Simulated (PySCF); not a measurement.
**Spin states of NaGe⁺**

Unrestricted PBE0; PySCF, no relativity, basis sets Na def2-SVPD, Ge def2-SVPD. Outer shells of the fragments: Na+ closed shells only; Ge 3d10 4s2 4p2.

Followed along the bond (rough minima from three points):

```
2Ms+1  unpaired  ⟨S²⟩ at the start  R at minimum (Å)  Te (eV)
    3  σ ↑, π ↑               2.00              3.24     0.00
    1  σ ↑, π ↓               1.01              3.29     0.30
    1      none               0.00              3.15     0.55
    3      π ↑↑               2.00  none in the scan   ≤ 0.64
    1      π ↑↓               1.01  none in the scan   ≤ 0.96
```

Solutions found at the starting distance of 2.835 Å, counted from the lowest of them; the search is not exhaustive and high or unbound solutions are not listed, so other states can lie among these:

| 2Ms+1 | unpaired | term | E (eV) | ⟨S²⟩ | ⟨Lz²⟩ | μ (D) |
| --- | --- | --- | --- | --- | --- | --- |
| 3 | σ ↑, π ↑ | ³Π | 0.00 | 2.00 | 1.00 | -7.45 |
| 1 | σ ↑, π ↓ | mixed | 0.32 | 1.01 | 1.00 | -7.40 |
| 1 | none | ¹Σ⁺ | 0.55 | 0.00 | 0.00 | -6.61 |
| 3 | π ↑↑ | ³Σ⁻ | 0.70 | 2.00 | 0.00 | -8.01 |
| 1 | π ↑↓ | mixed | 1.03 | 1.01 | 2.02 | -7.96 |
| 1 | none | mixed | 1.99 | 0.00 | 2.00 | -7.75 |
| 3 | σ ↑↑ | ³Σ⁺ | 4.30 | 2.00 | 0.00 | 2.31 |
| 3 | π ↑↑ | mixed | 6.27 | 2.00 | 2.01 | 0.87 |
| 3 | σ ↑↑, π ↑↓ | mixed | 6.99 | 3.00 | 2.01 | -7.74 |
| 3 | σ ↑, δ ↑ | ³Δ | 7.40 | 2.00 | 4.00 | -7.95 |
| 1 | σ ↑, δ ↓ | mixed | 7.46 | 1.00 | 4.00 | -8.01 |
| 3 | σ ↑↑ | mixed | 7.91 | 2.01 | 2.00 | -7.62 |

A term symbol is given only where ⟨S²⟩ and ⟨Lz²⟩ are close to those of a pure state; real π, δ and φ orbitals otherwise mix terms. A positive dipole points towards Ge; it is taken about the centre of mass and depends on that origin.

Spin–orbit coupling is left out.
